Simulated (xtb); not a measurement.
diethyl sulfide (C4H10S), singlet, geometry from GFN2-xTB; xtb with GFN2-xTB.

Here is a job for xtb.
```
$ xtb mol.xyz --gfn 2 --chrg 0 --uhf 0 --json

# file mol.xyz
15

C      2.56067389    -0.00775777    -0.23838779
C      1.10635410     0.24956373    -0.58126604
S      0.03804887    -0.22478062     0.82901552
C     -1.55389328     0.47558897     0.27674279
C     -2.19296169    -0.31591990    -0.84877641
H      2.85020935     0.56766127     0.63758031
H      3.19655208     0.27799774    -1.07400280
H      2.71677553    -1.06199573    -0.02277990
H      0.93035272     1.30838251    -0.77718921
H      0.80309992    -0.33853633    -1.44801159
H     -1.37511004     1.51243661    -0.01120054
H     -2.18265605     0.45799818     1.16637994
H     -2.31489538    -1.35557764    -0.55418283
H     -1.58215306    -0.27895306    -1.74808380
H     -3.17199533     0.09822634    -1.08263340
```

Task: What does xtb print? Leave out banner, timings and long lists.

Result: 
```
   ID    Z sym.   atoms
    1    6 C      1, 2, 4, 5
    2   16 S      3
    3    1 H      6-15

           -------------------------------------------------
          |                Calculation Setup                |
           -------------------------------------------------

           -------------------------------------------------
          |                 G F N 2 - x T B                 |
           -------------------------------------------------

          ...................................................
          :                      SETUP                      :
          :.................................................:
          :  # basis functions                  36          :
          :  # atomic orbitals                  35          :
          :  # shells                           21          :
          :  # electrons                        32          :
          :  max. iterations                   250          :
          :  Hamiltonian                  GFN2-xTB          :
          :  restarted?                      false          :
          :  GBSA solvation                  false          :
          :  PC potential                    false          :
          :  electronic temp.          300.0000000     K    :
          :  accuracy                    1.0000000          :
          :  -> integral cutoff          0.2500000E+02      :
          :  -> integral neglect         0.1000000E-07      :
          :  -> SCF convergence          0.1000000E-05 Eh   :
          :  -> wf. convergence          0.1000000E-03 e    :
          :  Broyden damping             0.4000000          :
          :  net charge                          0          :
          :  unpaired electrons                  0          :
          ...................................................

 iter      E             dE          RMSdq      gap      omega  full diag
   1    -17.0635412 -0.170635E+02  0.398E+00    5.18       0.0  T
   2    -17.1119984 -0.484572E-01  0.224E+00    4.55       1.0  T
   3    -17.1136310 -0.163256E-02  0.880E-01    4.41       1.0  T
   4    -17.1142116 -0.580603E-03  0.313E-01    4.28       1.0  T
   5    -17.1142471 -0.354557E-04  0.127E-01    4.28       1.0  T
   6    -17.1142626 -0.155083E-04  0.318E-02    4.28       1.0  T
   7    -17.1142629 -0.359556E-06  0.710E-03    4.28       3.6  T
   8    -17.1142630 -0.114526E-06  0.306E-03    4.28       8.4  T
   9    -17.1142631 -0.109080E-07  0.715E-04    4.28      36.1  T
  10    -17.1142631 -0.105526E-09  0.315E-04    4.28      82.0  T

   *** convergence criteria satisfied after 10 iterations ***

         :::::::::::::::::::::::::::::::::::::::::::::::::::::
         ::                     SUMMARY                     ::
         :::::::::::::::::::::::::::::::::::::::::::::::::::::
         :: total energy             -16.901072576077 Eh    ::
         :: gradient norm              0.000060020399 Eh/a0 ::
         :: HOMO-LUMO gap              4.281662904110 eV    ::
         ::.................................................::
         :: SCC energy               -17.114255963834 Eh    ::
         :: -> isotropic ES            0.005120275956 Eh    ::
         :: -> anisotropic ES          0.003284361868 Eh    ::
         :: -> anisotropic XC          0.013040498124 Eh    ::
         :: -> dispersion             -0.008437293297 Eh    ::
         :: repulsion energy           0.213183387757 Eh    ::
         :: add. restraining           0.000000000000 Eh    ::
         :: total charge               0.000000000000 e     ::
         :::::::::::::::::::::::::::::::::::::::::::::::::::::

           -------------------------------------------------
          |                Property Printout                |
           -------------------------------------------------

    * Orbital Energies and Occupations

         #    Occupation            Energy/Eh            Energy/eV
      -------------------------------------------------------------
         1        2.0000           -0.7015801             -19.0910
       ...           ...                  ...                  ...
         4        2.0000           -0.5782626             -15.7353
         5        2.0000           -0.5746393             -15.6367
         6        2.0000           -0.5202576             -14.1569
         7        2.0000           -0.5154414             -14.0259
         8        2.0000           -0.5118857             -13.9291
         9        2.0000           -0.4957166             -13.4891
        10        2.0000           -0.4801122             -13.0645
        11        2.0000           -0.4752442             -12.9321
        12        2.0000           -0.4593768             -12.5003
        13        2.0000           -0.4501490             -12.2492
        14        2.0000           -0.4395035             -11.9595
        15        2.0000           -0.4291972             -11.6791
        16        2.0000           -0.3506942              -9.5429 (HOMO)
        17                         -0.1933460              -5.2612 (LUMO)
        18                         -0.1344605              -3.6589
        19                         -0.0015932              -0.0434
        20                          0.0040044               0.1090
        21                          0.0261072               0.7104
        22                          0.0969925               2.6393
        23                          0.1203147               3.2739
        24                          0.1500241               4.0824
        25                          0.1584330               4.3112
        26                          0.1670724               4.5463
        27                          0.1718212               4.6755
       ...                                ...                  ...
        35                          0.4173213              11.3559
      -------------------------------------------------------------
                  HL-Gap            0.1573482 Eh            4.2817 eV
             Fermi-level           -0.2720201 Eh           -7.4020 eV

     #   Z          covCN         q      C6AA      α(0)
     1   6 C        3.790    -0.102    22.463     6.750
     2   6 C        3.793     0.005    20.503     6.448
     3  16 S        2.002    -0.229   150.858    20.672
     4   6 C        3.793     0.001    20.571     6.459
     5   6 C        3.775    -0.101    22.459     6.752
     6   1 H        0.925     0.049     2.330     2.387
     7   1 H        0.925     0.041     2.438     2.442
     8   1 H        0.925     0.049     2.330     2.387
     9   1 H        0.925     0.035     2.513     2.479
    10   1 H        0.925     0.037     2.496     2.470
    11   1 H        0.925     0.037     2.487     2.466
    12   1 H        0.925     0.050     2.317     2.380
    13   1 H        0.925     0.050     2.321     2.383
    14   1 H        0.925     0.039     2.459     2.452
    15   1 H        0.925     0.039     2.461     2.453

 Mol. C6AA /au·bohr⁶  :       2139.372767
 Mol. C8AA /au·bohr⁸  :      57156.105907
 Mol. α(0) /au        :         71.381378

Wiberg/Mayer (AO) data.
largest (>0.10) Wiberg bond orders for each atom

 ---------------------------------------------------------------------------
     #   Z sym  total        # sym  WBO       # sym  WBO       # sym  WBO
 ---------------------------------------------------------------------------
     1   6 C    3.994 --     2 C    1.026     6 H    0.986     8 H    0.986
                             7 H    0.981
     2   6 C    3.983 --     1 C    1.026     3 S    0.984    10 H    0.978
                             9 H    0.977
     3  16 S    2.065 --     4 C    0.990     2 C    0.984
     4   6 C    3.982 --     5 C    1.026     3 S    0.990    11 H    0.975
                            12 H    0.973
     5   6 C    3.995 --     4 C    1.026    13 H    0.986    14 H    0.986
                            15 H    0.980
     6   1 H    0.998 --     1 C    0.986
     7   1 H    0.998 --     1 C    0.981
     8   1 H    0.998 --     1 C    0.986
     9   1 H    0.999 --     2 C    0.977
    10   1 H    0.999 --     2 C    0.978
    11   1 H    0.999 --     4 C    0.975
    12   1 H    0.997 --     4 C    0.973
    13   1 H    0.998 --     5 C    0.986
    14   1 H    0.998 --     5 C    0.986
    15   1 H    0.998 --     5 C    0.980
 ---------------------------------------------------------------------------

Topologies differ in total number of bonds
Writing topology from bond orders to xtbtopo.mol

molecular dipole:
                 x           y           z       tot (Debye)
 q only:       -0.077       0.210      -0.485
   full:       -0.187       0.426      -0.824       2.405
molecular quadrupole (traceless):
                xx          xy          yy          xz          yz          zz
 q only:        3.247      -0.131      -1.279      -0.423       0.441      -1.968
  q+dip:        2.660       0.034       0.121      -1.180       1.021      -2.781
   full:        3.631      -0.252      -0.869      -1.198       0.658      -2.762

           -------------------------------------------------
          | TOTAL ENERGY              -16.901072576077 Eh   |
          | GRADIENT NORM               0.000060020399 Eh/α |
          | HOMO-LUMO GAP               4.281662904110 eV   |
           -------------------------------------------------

normal termination of xtb
```
